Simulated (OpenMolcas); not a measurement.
## Pm: thermal populations, the spin-orbit constant, worked from levels

- Program: OpenMolcas
- Basis: ANO-RCC-VQZP [9s8p6d4f3g2h]
- Scalar Hamiltonian: DKH2, point nucleus
- Active space: 5 electrons in 7 orbitals (4f)
- State averaging: 2S+1 = 6 odd, 21 roots; 2S+1 = 4 odd, 224 roots (128 in the spin-orbit step); 2S+1 = 2 odd, 130 roots kept (CI in the orbitals of an earlier block)
- Spin-orbit coupling: state interaction with AMFI integrals over the reference wave functions, term energies averaged over their components

Methods: CASSCF; MS-CASPT2, IPEA 0.25 Eh, imaginary shift 0.1 Eh (closed shells correlated: 5s 5p 6s). Measured levels: NIST Handbook of Basic Atomic Spectroscopic Data.

**Thermal populations.** Z = Σ (2J + 1) exp(-E/kT) with k = 0.695035 cm-1/K, over the levels below. No other level of either list lies under 5040 cm-1, which is above 7 kT at each temperature.

```
           Level  2J + 1  MS-CASPT2  measured
 4f5 6s2 6H* 5/2       6        0.0       0.0
 4f5 6s2 6H* 7/2       8        894       804
 4f5 6s2 6H* 9/2      10       1939      1749
4f5 6s2 6H* 11/2      12       3080      2797
4f5 6s2 6H* 13/2      14       4290      3919
```

```tsv
T (K)	Z, MS-CASPT2	Z, measured levels	Ground level (%), MS-CASPT2	Ground level (%), measured levels
300	6.111	6.172	98.2	97.2
1000	8.997	9.588	66.7	62.6
```

At 1000 K, kT = 695 cm-1, and the computed levels give Z = 6.000 + 2.210 + 0.614 + 0.143 + 0.029 = 8.997.

**The spin-orbit constant.** For the Hund term 6H* of f5, E(J) = (A/2) J(J+1) + constant and ζ = 2S·A = 5A. From J = 5/2 to J = 15/2 the energy changes by 27.5 A.

```tsv
Source	E(15/2) - E(5/2)	A	ζ
CASSCF	5480.1	199.3	996
MS-CASPT2	5518.1	200.7	1003
measured	5089.8	185.1	925
```

All in cm-1. MS-CASPT2 is off by +8.4 % and CASSCF by +7.7 %. Both methods take the spin-orbit matrix elements from the reference wave functions, so the second can move ζ only through the term energies and any multistate remixing. Second-order mixing with other terms is absorbed into this ζ.

CASPT2 breaks the degeneracy within a term, and the mean is taken; among the terms shown or strongly mixed into the levels shown the widest spread is 440 cm-1 (4f5 6s2 6H*, MS-CASPT2). High states are left out of the spin-orbit mixing, which shifts the levels that they would mix with. With the s shell closed, the reference lacks s² → p² mixing. Without dynamic correlation excited terms often stand tens of per cent too high (terms of higher spin than the ground term too low), and those without a measured partner can miss by more than the paired ones (holds for CASSCF). Blocks of more than 70 roots (2S+1 = 4 odd, 2 odd) ran without multistate coupling (holds for MS-CASPT2). Measured partners are found by configuration, term and J. A level has none where our copy of the source lacks it or the pairing is in doubt (some pairs that miss far off the trend of their configuration count as doubtful), and it then counts in no deviation. Levels of configurations outside the active space are missing.

* marks odd parity.
